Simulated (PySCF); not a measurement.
**Computed spin Hamiltonian**

Compound: C2H7F3NSi2 (doublet state).
Cartesian coordinates in Å at the GFN2-xTB level; atoms count from 1:
```
atom  x, y, z in Å
F1    -2.2411    1.5597    0.7982
C2    -2.2683    0.8396   -0.3351
F3    -1.6842    1.5926   -1.2779
F4    -3.5585    0.7159   -0.6814
C5    -1.5778   -0.5137   -0.1670
N6    -0.2174   -0.3757    0.2351
Si7    1.0717   -0.0350   -0.8975
Si8    3.0466   -0.2036    0.2377
H9    -2.1620   -1.0844    0.5650
H10   -1.6211   -1.0191   -1.1343
H11   -0.1403    0.0242    1.1589
H12    0.6866   -0.9737   -1.9691
H13    3.1281    0.8915    1.2121
H14    4.0965   -0.0012   -0.7633
H15    3.4367   -1.4092    0.9853
```

The hyperfine couplings belong to this conformer and change with its torsions.

Identity: `FC(F)(F)CN[SiH][SiH3]` [radical].

Level of theory: PySCF, UKS B3LYP, pcH-1 on C F H N Si, non-relativistic, mean-field spin-orbit, GIAO. One conformer (not necessarily the lowest) at the GFN2-xTB geometry, without solvent, vibrations or thermal averaging. Couplings are sensitive to structure, and on GFN2-xTB geometries they can be far from those on DFT ones, by a factor of two or more for some ions and for spin on atoms past the first row. No stability test was run, so a lower SCF solution isn't excluded.

| Quantity | Value |
| --- | --- |
| g1, g2, g3 | 2.00183, 2.00235, 2.00449 |
| g_iso | 2.00289 |
| Form of g | rhombic: the two nearest values differ by 20 % of g3 − g1 |
| ⟨S²⟩ | 0.7525 (exact 0.7500) |
| α and β electrons | 41, 40 |
| Basis functions | 290 |

Hyperfine couplings atom by atom, in 10⁻⁴ cm⁻¹; T1 to T3 are the principal values of the dipolar part (1 × 10⁻⁴ cm⁻¹ = 2.998 MHz):

| atom | isotope | a_iso | of which spin–orbit | T1 | T2 | T3 | Mulliken spin population |
| --- | --- | --- | --- | --- | --- | --- | --- |
| F1 | 19F | -0.4 | 0.0 | -0.4 | -0.2 | 0.6 | 0.00 |
| C2 | 13C | 5.9 | 0.0 | -0.4 | -0.2 | 0.5 | 0.01 |
| F3 | 19F | 16.9 | 0.0 | -3.0 | -2.9 | 5.9 | 0.00 |
| F4 | 19F | 3.4 | 0.0 | -1.5 | -1.5 | 3.0 | 0.00 |
| C5 | 13C | -1.7 | 0.0 | -0.3 | -0.1 | 0.4 | -0.01 |
| N6 | 14N | 2.4 | 0.0 | -3.1 | -3.0 | 6.0 | 0.13 |
| Si7 | 29Si | -144.1 | 0.3 | -46.2 | 22.9 | 23.3 | 0.75 |
| Si8 | 29Si | -33.7 | 0.0 | -6.1 | 2.3 | 3.8 | 0.06 |
| H9 | 1H | 3.5 | 0.0 | -0.6 | -0.5 | 1.2 | 0.00 |
| H10 | 1H | 0.5 | 0.0 | -0.7 | -0.5 | 1.3 | 0.00 |
| H11 | 1H | -3.8 | 0.0 | -3.4 | -1.1 | 4.4 | -0.01 |
| H12 | 1H | 21.2 | 0.0 | -2.5 | 0.2 | 2.3 | 0.02 |
| H13 | 1H | -1.8 | 0.0 | -0.9 | -0.4 | 1.3 | -0.01 |
| H14 | 1H | -2.0 | 0.0 | -0.9 | -0.4 | 1.4 | 0.00 |
| H15 | 1H | 24.6 | 0.0 | -0.8 | -0.1 | 0.9 | 0.04 |

Largest spin populations (Mulliken): Si7 (+0.75), N6 (+0.13) and Si8 (+0.06). No atom but Si7 exceeds +0.15. The angles at Si7 add up to 329.0°, so it is pyramidal.

Under fast tumbling the dipolar parts average out, and these isotropic splittings remain: 1 × 1H (H12, I = 1/2, 2 lines) with 2.27 mT, 3 × 1H (H13/H14/H15, I = 1/2, 4 lines) with 0.75 mT, 3 × 19F (F1/F3/F4, I = 1/2, 4 lines) with 0.71 mT, 1 × 1H (H11, I = 1/2, 2 lines) with 0.41 mT, 1 × 14N (N6, I = 1, 3 lines) with 0.26 mT and 2 × 1H (H9/H10, I = 1/2, 3 lines) with 0.22 mT.

Class means assume fast exchange of nuclei equivalent by connectivity; if that motion is slow, each nucleus keeps its own coupling. The three 1H nuclei of mean +20.9 MHz run from -5.9 to 73.9 MHz in the frozen geometry. The three 19F nuclei of mean +19.9 MHz run from -1.1 to 50.7 MHz in the frozen geometry. The 1H value of +6.0 MHz is a mean of couplings from 1.5 to 10.5 MHz in this one geometry, not an average over conformers.

The 13C coupling of C2 (17.8 MHz) shows only in satellite lines or after enrichment, since that isotope makes up about 1.07 % of natural carbon.

The 29Si coupling of Si7 (-431.9 MHz) shows only in satellite lines or after enrichment, since that isotope makes up about 4.7 % of natural silicon.

β density exceeds α density at some nuclei, such as C5 (-0.0046) and H11 (-0.0026), spin density in bohr⁻³. In a single determinant that takes different orbitals for the two spins, that is spin polarisation.

On one thread of an Arm Neoverse V1, shared host with 32 logical CPUs at a one-minute load of 11, this took 1.7 min wall (with the writing of density and orbital grids) and 0.97 GiB of memory at its peak.
